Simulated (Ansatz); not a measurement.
The same path of F$_{3}$H$_{5}$O$_{2}$SiTi (12 atoms, charge 0, multiplicity 1) was run 3 times with different band settings. Lost on the way: O10–H12. Made: O2–H12.

These are results of Ansatz 0.2.0, RKS PBE/def2-SVP, not measurements.

Relaxed end points:

```xyz
12
Properties=species:S:1:pos:R:3
Ti -0.069 -0.240 0.241
O -0.441 -0.654 1.974
Si -1.483 -0.119 3.195
H -2.904 -0.466 2.846
H -1.097 -0.823 4.467
H -1.347 1.367 3.383
F 1.336 0.777 -0.034
F -1.377 0.907 -0.030
F -0.460 -1.458 -0.996
O 1.500 -1.910 0.674
H 1.204 -2.638 0.092
H 1.209 -2.172 1.571
```

```xyz
12
Properties=species:S:1:pos:R:3
Ti 0.166 -0.446 0.003
O 0.085 -0.566 2.300
Si -1.295 -0.148 3.235
H -2.489 -0.974 2.858
H -0.950 -0.408 4.675
H -1.517 1.309 3.001
F 1.419 0.769 0.215
F -1.506 0.104 0.290
F 0.161 -0.651 -1.743
O 0.641 -2.162 0.437
H 0.941 -2.770 -0.265
H 0.416 -1.487 2.375
```

Common settings: movable images 5; climbing image yes; spring 5.0 eV/Å²; optimiser quadratic models (default); iteration limit 60; end points relaxed.

| run | start path | force threshold |
| --- | --- | --- |
| 1 | through a guess of the saddle point | 0.03 eV/Å |
| 2 | through a guess of the saddle point | 0.2 eV/Å |
| 3 | straight line | 0.03 eV/Å |

Question: What does each run give, and how far can it be trusted?

Answer: Run 1: converged after 13 iterations, highest image 0.567 eV above the first end. A vibrational analysis at the climbing image gives one clearly imaginary mode, 679i cm⁻¹: a first-order saddle point.
Run 2: converged after 8 iterations, highest image 0.570 eV above the first end. The threshold of 0.2 eV/Å is loose, so the images may lie well off the minimum-energy path. The order of the point at the top wasn't checked.
Run 3: converged after 11 iterations, highest image 0.568 eV above the first end. Another band between the same ends (5 images) ends at a top of the same energy, where a vibrational analysis finds 1 clearly imaginary mode.
The orbitals stay closed-shell, which can raise the energy where a bond breaks towards radicals; this wasn't checked here.
